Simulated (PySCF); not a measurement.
C$_{4}$F$_{5}$ (SMILES FC(F)=[C]C(F)=C(F)F), doublet, geometry from GFN2-xTB; B3LYP/STO-3G (PySCF).

PySCF was given this input:
```python
from pyscf import gto, scf, dft

mol = gto.Mole()
mol.atom = '''
    F     2.753039    0.841414    0.273557
    C     1.866212   -0.129700    0.446735
    F     2.389978   -1.055218    1.239577
    C     0.668284   -0.146229   -0.035936
    C    -0.545932   -0.207170   -0.611925
    F    -0.679209   -0.794334   -1.814821
    C    -1.713294    0.296175   -0.062415
    F    -2.896476    0.232771   -0.631576
    F    -1.750845    0.899983    1.108957
'''
mol.basis = 'sto-3g'
mol.charge = 0
mol.spin = 1
mol.verbose = 4
mol.build()

mf = dft.UKS(mol)
mf.xc = 'b3lyp'
mf.kernel()
mf.analyze()
```

It wrote (shortened):

```
PySCF version 2.14.0

[INPUT] verbose = 4
[INPUT] num. atoms = 9
[INPUT] num. electrons = 69
[INPUT] charge = 0
[INPUT] spin (= nelec alpha-beta = 2S) = 1
[INPUT] symmetry False subgroup None
[INPUT] Mole.unit = angstrom
[INPUT] Symbol           X                Y                Z      unit          X                Y                Z       unit  Magmom
[...]
nuclear repulsion = 432.664824562653
number of shells = 27
number of NR pGTOs = 135
number of NR cGTOs = 45
basis = sto-3g
ecp = {}

******** <class 'pyscf.dft.uks.UKS'> ********
method = UKS
initial guess = minao
damping factor = 0
level_shift factor = 0
DIIS = <class 'pyscf.scf.diis.CDIIS'>
diis_start_cycle = 1
diis_space = 8
diis_damp = 0
SCF conv_tol = 1e-09
SCF conv_tol_grad = None
SCF max_cycles = 50
direct_scf = True
direct_scf_tol = 1e-13
number electrons alpha = 35  beta = 34
XC library pyscf.dft.libxc version 7.1.2
    S. Lehtola, C. Steigemann, M. J. T. Oliveira, and M. A. L. Marques,  SoftwareX 7, 1–5 (2018)
XC functionals = b3lyp
    P. J. Stephens, F. J. Devlin, C. F. Chabalowski, and M. J. Frisch,  J. Phys. Chem. 98, 11623 (1994)
radial grids:
    Treutler-Ahlrichs [JCP 102, 346 (1995); DOI:10.1063/1.469408] (M4) radial grids

becke partition: Becke, JCP 88, 2547 (1988); DOI:10.1063/1.454033
pruning grids: <function nwchem_prune>
grids dens level: 3
symmetrized grids: False
atomic radii adjust function: <function treutler_atomic_radii_adjust>
small_rho_cutoff = 0
Set gradient conv threshold to 3.16228e-05
tot grids = 127784
init E= -644.057155978507

cycle= 1 E= -642.031414714068  delta_E= 2.03  |g|= 0.644  |ddm|= 3.36
cycle= 2 E= -641.80903046763  delta_E= 0.222  |g|= 0.902  |ddm|= 2.01
cycle= 3 E= -642.301881287398  delta_E= -0.493  |g|= 0.117  |ddm|= 1.29
cycle= 4 E= -642.310319475612  delta_E= -0.00844  |g|= 0.0636  |ddm|= 0.284
cycle= 5 E= -642.313014801992  delta_E= -0.0027  |g|= 0.0241  |ddm|= 0.112
cycle= 6 E= -642.313480538914  delta_E= -0.000466  |g|= 0.00619  |ddm|= 0.0407
cycle= 7 E= -642.313545995921  delta_E= -6.55e-05  |g|= 0.00392  |ddm|= 0.0234
cycle= 8 E= -642.31356371866  delta_E= -1.77e-05  |g|= 0.000828  |ddm|= 0.0104
cycle= 9 E= -642.313565457778  delta_E= -1.74e-06  |g|= 0.000636  |ddm|= 0.00376
cycle= 10 E= -642.313566338385  delta_E= -8.81e-07  |g|= 0.000221  |ddm|= 0.00263
cycle= 11 E= -642.313566499  delta_E= -1.61e-07  |g|= 0.000149  |ddm|= 0.00145
cycle= 12 E= -642.313566533795  delta_E= -3.48e-08  |g|= 5.09e-05  |ddm|= 0.000578
[...]
converged SCF energy = -642.313566537552  <S^2> = 0.77609787  2S+1 = 2.0259298
Total Energy =                        -642.313566537551878
[...]
spin_pop of  1 C 2px      -0.01068
spin_pop of  1 C 2py      -0.00143
spin_pop of  1 C 2pz      -0.02125
spin_pop of  2 F 1s        0.00000
spin_pop of  2 F 2s        0.00031
spin_pop of  2 F 2px       0.01961
spin_pop of  2 F 2py       0.00181
spin_pop of  2 F 2pz       0.00561
spin_pop of  3 C 1s       -0.00001
spin_pop of  3 C 2s        0.02329
spin_pop of  3 C 2px       0.02540
spin_pop of  3 C 2py       0.34462
spin_pop of  3 C 2pz       0.11639
spin_pop of  4 C 1s        0.00000
spin_pop of  4 C 2s       -0.01370
spin_pop of  4 C 2px      -0.01908
spin_pop of  4 C 2py      -0.08434
spin_pop of  4 C 2pz      -0.02639
spin_pop of  5 F 1s       -0.00000
spin_pop of  5 F 2s       -0.00044
spin_pop of  5 F 2px      -0.00169
spin_pop of  5 F 2py      -0.01533
spin_pop of  5 F 2pz      -0.00015
spin_pop of  6 C 1s       -0.00001
spin_pop of  6 C 2s        0.02103
spin_pop of  6 C 2px       0.01851
spin_pop of  6 C 2py       0.31442
spin_pop of  6 C 2pz       0.08614
spin_pop of  7 F 1s        0.00000
spin_pop of  7 F 2s        0.00159
spin_pop of  7 F 2px      -0.00423
spin_pop of  7 F 2py       0.08303
spin_pop of  7 F 2pz       0.01922
spin_pop of  8 F 1s        0.00000
spin_pop of  8 F 2s        0.00159
spin_pop of  8 F 2px       0.00292
spin_pop of  8 F 2py       0.08103
spin_pop of  8 F 2pz       0.01386
 ** Mulliken Spin Density (per atom)  **
spin density of  0 F =      0.02734
spin density of  1 C =     -0.04235
spin density of  2 F =      0.02734
spin density of  3 C =      0.50969
spin density of  4 C =     -0.14352
spin density of  5 F =     -0.01761
spin density of  6 C =      0.44010
spin density of  7 F =      0.09962
spin density of  8 F =      0.09939
 ** Mulliken pop alpha/beta on meta-lowdin orthogonal AOs **
 ** Mulliken pop       alpha | beta **
In total            35.00000 | 34.00000
 ** Mulliken atomic charges   ( Nelec_alpha | Nelec_beta ) **
charge of  0F =     -0.02100  (     4.52417      4.49683 )
charge of  1C =      0.13645  (     2.91060      2.95295 )
charge of  2F =     -0.02100  (     4.52417      4.49683 )
charge of  3C =     -0.19239  (     3.35104      2.84135 )
charge of  4C =      0.02833  (     2.91408      3.05759 )
charge of  5F =     -0.02890  (     4.50565      4.52325 )
charge of  6C =      0.08997  (     3.17507      2.73496 )
charge of  7F =      0.00495  (     4.54733      4.44772 )
charge of  8F =      0.00360  (     4.54790      4.44850 )
Dipole moment(X, Y, Z, Debye): -0.73532,  0.27754,  0.26859
```
